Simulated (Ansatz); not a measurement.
Consider the cleavage of the Si–Al bond: `C[Si](C)(F)[AlH2]` + HI → `C[Si](C)(F)I` + `[AlH3]`.

Computed with Ansatz on PBE0-D4/def2-TZVP structures; ΔE is electronic, products minus reactants. CCSD(T)/CBS adds triple-zeta CCSD(T) − MP2 to the extrapolated MP2 energy (def2 sets, frozen cores). This one scheme is used for every species. DFT in def2-TZVPP. B3LYP here is the variant with VWN-RPA as its local correlation; programs differ in this. def2 core potentials past Kr. For I outer-core shells are correlated without core-valence functions, which leaves a few kJ/mol of doubt a bond.

`C[Si](C)(F)[AlH2]`:

```xyz
13

C    -0.994    1.487    0.080
Si   -0.205   -0.185    0.362
C     1.581    0.040    0.860
F    -0.964   -0.850    1.635
Al   -0.532   -1.750   -1.538
H    -0.888    2.114    0.970
H    -2.058    1.394   -0.148
H    -0.513    2.005   -0.755
H     2.148    0.498    0.044
H     2.056   -0.915    1.098
H     1.660    0.690    1.736
H     0.702   -2.437   -2.276
H    -1.994   -2.092   -2.066
```

HI:

Z-matrix (Å, degrees):
```
I
H 1 1.610
```

`C[Si](C)(F)I`:

Z-matrix (Å, degrees):
```
C
Si 1 1.850
H 1 1.094 2 110.0
H 1 1.092 2 110.6 3 119.9
H 1 1.091 2 110.7 3 -120.0
C 2 1.850 1 114.7 3 -59.2
F 2 1.600 1 108.3 3 62.0
I 2 2.449 1 109.2 3 177.9
H 6 1.091 2 110.7 1 179.1
H 6 1.092 2 110.6 1 -60.9
H 6 1.094 2 110.0 1 59.1
```

`[AlH3]`:

Cartesian coordinates in Å:
```
Al 0.000 0.000 0.000
H 0.145 0.445 1.515
H -1.294 0.401 -0.824
H 1.149 -0.847 -0.691
```

Is it downhill or uphill in electronic energy at CCSD(T)/CBS, and by how much? (Estimate.)

The calculation gave: Downhill: ΔE = -117.3 kJ/mol.

What do these levels give: PBE-D4, ωB97X-V, B2PLYP, PBE, B3LYP, HF/def2-TZVPP, MP2/def2-TZVPP, CCSD(T)/def2-TZVPP, HF/def2-QZVPP, HF/CBS(def2), MP2/CBS(def2), CCSD/CBS(def2)? (An estimate is asked.)

Ansatz gave: PBE-D4 -101.2, ωB97X-V -112.5, B2PLYP -113.6, PBE -98.2, B3LYP -106.0, HF/def2-TZVPP -121.2, MP2/def2-TZVPP -126.9, CCSD(T)/def2-TZVPP -109.5, HF/def2-QZVPP -121.9, HF/CBS(def2) -122.0, MP2/CBS(def2) -134.7, CCSD/CBS(def2) -117.2 kJ/mol.

Largest T1 diagnostic among the species: 0.011.

From PBE to PBE0 (25 % exact exchange), in def2-TZVPP and without D4, ΔE moves by −7.0 kJ/mol. The D4 term adds −5.2 kJ/mol with B3LYP and −2.5 kJ/mol with PBE0; it sums over pairs of atoms, weighted by their polarisabilities, and B3LYP, whose exchange is more repulsive, gets the larger term.
